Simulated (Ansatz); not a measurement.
Consider the cleavage of the Si–B bond: `NB[SiH](F)Cl` + `[NH2][GeH3]` → `F[SiH](Cl)[NH][GeH3]` + `BN`.

Program: Ansatz. Geometries: PBE0-D4/def2-TZVP. ΔE: electronic, gas phase. CCSD(T)/CBS is the MP2 limit (def2-TZVPP, def2-QZVPP) plus CCSD(T) − MP2 in def2-TZVPP, frozen cores. This one scheme is used for every species. Functionals use def2-TZVPP. B3LYP here is the variant with VWN-RPA as its local correlation; programs differ in this. For Ge outer-core shells are correlated without core-valence functions, which leaves a few kJ/mol of doubt a bond. Scalar relativity is left out up to krypton. Each species was taken in one conformer, which may not be the lowest.

```tsv
level	ΔE (kcal/mol)	difference from CCSD(T)/CBS
PBE0-D4	-21.6	2.8
ωB97X-V	-23.4	1.0
ωB97M-V	-24.6	-0.2
B2PLYP	-24.2	0.2
r2SCAN	-22.9	1.5
B3LYP	-22.6	1.8
HF/def2-TZVPP	-27.2	-2.8
MP2/def2-TZVPP	-26.1	-1.7
CCSD(T)/def2-TZVPP	-24.4	0.0
MP2/def2-QZVPP	-26.2	-1.8
CCSD(T)/CBS	-24.4	0
```

Largest T1 diagnostic among the species: 0.012.

In def2-TZVPP, CCSD(T) changes the Hartree–Fock value by +2.8 kcal/mol (the triples alone add +0.3 kcal/mol) and MP2 by +1.1 kcal/mol. The D4 term adds −0.9 kcal/mol with B3LYP and −0.5 kcal/mol with PBE0; it sums over pairs of atoms, weighted by their polarisabilities, and B3LYP, whose exchange is more repulsive, gets the larger term.

CCSD(T)/CBS has its own doubt, a few kJ/mol and more with outer-core shells, so smaller differences from it don't rank the levels.
